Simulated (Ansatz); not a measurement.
Start from `[OH][Ga]1[O]C[SiH2]1` and change one element to get `[OH][Al]1[O]C[SiH2]1`.

Ansatz, PBE0-D4/def2-TZVP geometries, multiplicity 1. Each molecule was computed in one conformer, which needn't be the lowest.

Scalar relativity is left out up to krypton.

```
                                          property  `[OH][Ga]1[O]C[SiH2]1`
size of the dipole moment (ωB97M-V/def2-TZVPP) / D                    1.18
             LUMO energy (ωB97M-V/def2-TZVPP) / eV                    0.66
                HOMO energy (PBE0/def2-TZVPP) / eV                   -7.38
                LUMO energy (PBE0/def2-TZVPP) / eV                   -1.10
  size of the dipole moment (B3LYP/def2-TZVPP) / D                    1.19
             HOMO energy (ωB97M-V/def2-TZVPP) / eV                   -9.59
```

(1) Give the same properties after the change, and the shifts. (Best estimate.)

Answers

(1) Computed: 
| property | `[OH][Al]1[O]C[SiH2]1` | shift |
| --- | --- | --- |
| size of the dipole moment (ωB97M-V/def2-TZVPP) / D | 2.38 | 1.20 |
| LUMO energy (ωB97M-V/def2-TZVPP) / eV | 0.83 | 0.17 |
| HOMO energy (PBE0/def2-TZVPP) / eV | -7.31 | 0.07 |
| LUMO energy (PBE0/def2-TZVPP) / eV | -0.89 | 0.21 |
| size of the dipole moment (B3LYP/def2-TZVPP) / D | 2.33 | 1.14 |
| HOMO energy (ωB97M-V/def2-TZVPP) / eV | -9.32 | 0.27 |

With PBE0 the HOMO rises by 0.07 eV and the LUMO rises by 0.21 eV, so the gap widens by about 0.14 eV. PBE moves the HOMO by -0.17 eV and ωB97M-V by 0.27 eV. Dipoles are sizes alone; their direction can turn.

Positive LUMOs are unbound, so they and the gaps depend on the basis.

B3LYP here is the variant with VWN-RPA as its local correlation; programs differ in this.
